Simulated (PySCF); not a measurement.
**Fractional electron number in La⁺ (lanthanum, charge +1)**

The 5d alpha orbital of [Xe] 5d2 is emptied in steps (occupation f), with all orbitals relaxed, ending at [Xe] 5d1. All numbers are calculated (PySCF 2.14, a scalar-relativistic core potential, in def2-SVP with the def2 core potential (46 electrons)). The exact energy is a straight line in f; departures are measured from the line between the end points of the same method.

| f | r2SCAN0 (eV) |
| --- | --- |
| 1 | 0.000 |
| 0.9 | -0.220 |
| 0.7 | -0.511 |
| 0.5 | -0.604 |
| 0.3 | -0.501 |
| 0.1 | -0.211 |
| 0 | 0.000 |

Q: For r2SCAN0, how does the orbital energy at f = 1 compare with the removal energy?

A: −ε = 8.788 eV against a total-energy difference of 11.231 eV. By Janak's theorem ε = ∂E/∂f, so the gap between them reflects the curvature. Along the path −ε is 9.280 (f = 0.9), 10.270 (f = 0.7), 11.261 (f = 0.5), 12.223 (f = 0.3), 13.132 (f = 0.1) eV.

Reference removal energy between the ground levels: 11.185 eV (measured; NIST Atomic Spectra Database, ionization energies). The calculation has no spin-orbit coupling.
